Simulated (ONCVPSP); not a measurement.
**What one change does to a pseudopotential (magnesium (Mg), ONCV)**

* Element: Mg
* Generator: ONCVPSP 4.0.1
* Type: optimised norm-conserving Vanderbilt (ONCV)
* Functional: LDA (Perdew-Zunger)
* Relativity: scalar-relativistic
* Frozen core: [Ne]
* Valence charge: 2
* Reference configuration: 3s0.5 (charge +1.5)
* Partial waves: 3s: rc 2.20 bohr, ncon 4, nbas 7, qcut 2.4 1/bohr, 2 projectors, debl 2.1 Ha; p scattering state at 0.23 Ha: rc 2.05 bohr, ncon 4, nbas 9, qcut 4 1/bohr, 3 projectors, debl 3.6 Ha; d scattering state at 0.25 Ha: rc 1.80 bohr, ncon 3, nbas 7, qcut 6.3 1/bohr, 1 projector
* Local potential: polynomial inside 1.25 bohr (lpopt 5, dvloc0 0 Ha)
* Core correction: Teter function, fcfact 3.5, rcfact 1.55

In the p channel the program set the typed energies aside and used 0.050, 3.650, 7.250 Ha.

Change: functional PBE.

Cutoffs: the cutoffs (Ha) at which the residual kinetic energy of the hardest occupied pseudo-wave falls to 1 and 0.1 mHa per electron; they do not see the model core or the augmentation charge, which bear on the density cutoff. Errors are all-electron minus pseudo energies relative to the spin-unpolarised reference configuration.

Q: How do hardness, ghosts and transferability respond?

A: The potential gets neither clearly harder nor softer (9.4 Ha and 22 Ha → 9.7 Ha and 22 Ha); of the 4 tests that both files solve, the error grows in 1 and shrinks in 3 by more than 15 % and 0.3 meV (median size 18.0 → 16.7 meV); neither file shows a bound ghost.

```tsv
quantity	base	changed
cutoff, loose	9.4 Ha	9.7 Ha
cutoff, tight	22 Ha	22 Ha
bound ghosts	none	none
GHOST(+) flags under 300 eV	s at 72.4 eV	s at 72.3 eV
error for 3s2, meV [ΔE -14.74 → -14.55 eV]	-47	-26
error for 3s1, meV [ΔE -6.66 → -6.59 eV]	-9.0	+7.6
error for 3s1.5, meV [ΔE -11.55 → -11.41 eV]	-27	-0.7
error for 3s0 3p2, meV [ΔE -7.47 → -7.37 eV]	-2.4	-42
s: phases at 2.23 bohr within 0.05 rad from the reference energy up to (Ha; the scan ends near 5)	2.3	2.3
p: phases at 2.09 bohr within 0.05 rad from the reference energy up to (Ha; the scan ends near 5)	to the end of the scan	to the end of the scan
d: phases at 1.83 bohr within 0.05 rad from the reference energy up to (Ha; the scan ends near 5)	3.4	3.3
rms error of d²Exc/dni dnj with the model core, mHa	2.68	18.05
```
